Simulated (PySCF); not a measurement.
# M06-2X on Mn²⁺ (manganese, charge +2)

Configuration: [Ar] 3d5, high-spin 6S determinant. Computed with PySCF 2.14 in cc-pVDZ (6s5p3d1f, 43 functions), with no relativity, point nucleus.

```json
{
  "Total energy": "-1150.120 hartree",
  "One-electron energy": "-1569.283 hartree",
  "Hartree (Coulomb) energy": "470.880 hartree",
  "Exchange-correlation energy": "-51.717 hartree",
  "Kinetic energy": "1148.89234 hartree",
  "⟨S²⟩": "8.7507",
  "⟨L²⟩": "0.000",
  "Sum of ⟨r⟩": "14.91 bohr",
  "Sum of ⟨r²⟩": "16.03 bohr²",
  "Density at the nucleus (Gaussians lack the cusp)": "10500 bohr⁻³",
  "Spin density at the nucleus": "-0.0174 bohr⁻³",
  "Langevin diamagnetic susceptibility": "-12.7 ×10⁻⁶ cm³/mol",
  "Time after the integrals": "1.4 s of wall time on 1 thread of Neoverse-V2 (shared host)"
}
```

```tsv
shell	electrons	mean orbital energy (hartree)	rms radius, mean of both spins (bohr)
1s α	1	-237.92541	0.0713
1s β	1	-237.92430	0.0713
2s α	1	-28.59036	0.306
2s β	1	-28.47889	0.306
2p α	3	-24.65583	0.274
2p β	3	-24.55891	0.274
3s α	1	-4.16478	0.928
3s β	1	-3.93412	0.928
3p α	3	-3.01766	0.993
3p β	3	-2.72841	0.993
3d α	5	-1.13352	1.24
```
